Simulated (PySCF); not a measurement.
HgF and its ions

PBE; PySCF, scalar-relativistic core potentials, basis sets Hg def2-SVPD with ECP60, F def2-SVPD. Neutral (UKS): doublet (σ ↑), Re = 2.113 Å, ωe = 387 cm⁻¹, De = 1.74 eV, HOMO -6.77 eV, LUMO -5.80 eV.

HgF⁺ (UKS): singlet (closed shell), Re = 1.957 Å, ωe = 542 cm⁻¹, De = 2.06 eV to Hg⁺ + F. The energies at the minima are -253.16957 hartree for HgF and -252.79690 for HgF⁺.

**Question.** Work out the adiabatic ionisation energy, without and with harmonic zero-point energies (1 hartree = 27.2114 eV, 1 eV = 8065.5 cm⁻¹), and the change of the bond length.

**Answer.** At PBE: 0.37267 hartree = 10.141 eV between the minima; the zero-point term (542.0 − 387.0)/2 cm⁻¹ = +0.010 eV makes it 10.150 eV. Re changes by -15.6 pm against the neutral. The electron leaves a σ orbital; in so polar a molecule the change of length follows mostly from the change of the ionic charges.

HgF⁻ (UKS): singlet (closed shell), Re = 2.406 Å, ωe = 234 cm⁻¹, De = 0.79 eV to Hg + F⁻. The energies at the minima are -253.16957 hartree for HgF and -253.27208 for HgF⁻.

**Question.** Work out the adiabatic electron affinity, without and with harmonic zero-point energies (1 hartree = 27.2114 eV, 1 eV = 8065.5 cm⁻¹), and the change of the bond length.

**Answer.** At PBE: 0.10251 hartree = 2.789 eV between the minima; the zero-point term (387.0 − 234.0)/2 cm⁻¹ = +0.009 eV makes it 2.799 eV. Re changes by +29.3 pm against the neutral. The electron enters a σ orbital; in so polar a molecule the change of length follows mostly from the change of the ionic charges.

These are scalar-relativistic numbers at best; spin–orbit coupling would shift them, the dissociation energy most. For an ion De counts to the pair picked by the measured ionisation energies or electron affinities, which need not be the lowest pair at this level. The highest Kohn–Sham level is positive in this anion. Much of that is self-interaction error, but it also means that the finite basis helps to hold the extra electron. States were picked by a PBE0 search and need not be the measured ground states.
